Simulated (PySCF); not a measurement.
## From a computed spectrum to the compound

A species of 13 atoms with charge -1 has these harmonic modes (B3LYP, small Gaussian bases with core potentials, PySCF 2.14.0):

| cm⁻¹ | km/mol | symmetry |
| --- | --- | --- |
| 87 | 0.1 |  |
| 88 | 2.9 |  |
| 88 | 2.9 |  |
| 98 | 0.0 |  |
| 116 | 3.0 |  |
| 165 | 5.9 |  |
| 167 | 6.0 |  |
| 245 | 0.0 |  |
| 285 | 3.7 |  |
| 305 | 2.2 |  |
| 306 | 2.6 |  |
| 323 | 0.0 |  |
| 339 | 175.9 |  |
| 340 | 176.3 |  |
| 346 | 21.7 |  |
| 363 | 8.1 |  |
| 364 | 111.3 |  |
| 446 | 198.7 |  |
| 448 | 201.3 |  |
| 448 | 201.2 |  |
| 471 | 0.0 |  |
| 1514 | 5.1 |  |
| 1514 | 5.1 |  |
| 1514 | 11.0 |  |
| 1515 | 0.0 |  |
| 3453 | 12.4 |  |
| 3453 | 12.3 |  |
| 3454 | 29.3 |  |
| 3455 | 0.9 |  |
| 3534 | 11.1 |  |
| 3534 | 4.2 |  |
| 3534 | 11.2 |  |
| 3534 | 3.6 |  |

Question: Which species is it, and in which structure?

Answer: [Eu(NH2)4]− (singlet in the valence; each metal's 4f electrons, 6 of them, lie in its core potential, out of spins and levels):
```xyz
13

Eu    0.0000    0.0000    0.0000
N     1.3858    1.2444    1.3589
H     1.3421    1.4403    2.3618
H     2.2523    1.6869    1.0374
N    -1.3858   -1.3588    1.2445
H    -2.2526   -1.0376    1.6864
H    -1.3420   -2.3618    1.4403
N     1.3858   -1.2444   -1.3589
H     2.2523   -1.6869   -1.0374
H     1.3421   -1.4403   -2.3618
N    -1.3858    1.3588   -1.2445
H    -1.3420    2.3618   -1.4403
H    -2.2526    1.0376   -1.6864
```
Ideal gas at 298.15 K and 1 bar: S = 467.3 J/(mol K), Cp = 181.9 J/(mol K), H − H(0 K) = 36.1 kJ/mol (rigid rotor, harmonic modes, spin degeneracy alone, that of the 4f electrons in the core included). An lcecp potential fixes the number of 4f electrons, so in runs with it no electron can move into or out of that shell.
 Other answers can fit too; this one was computed.
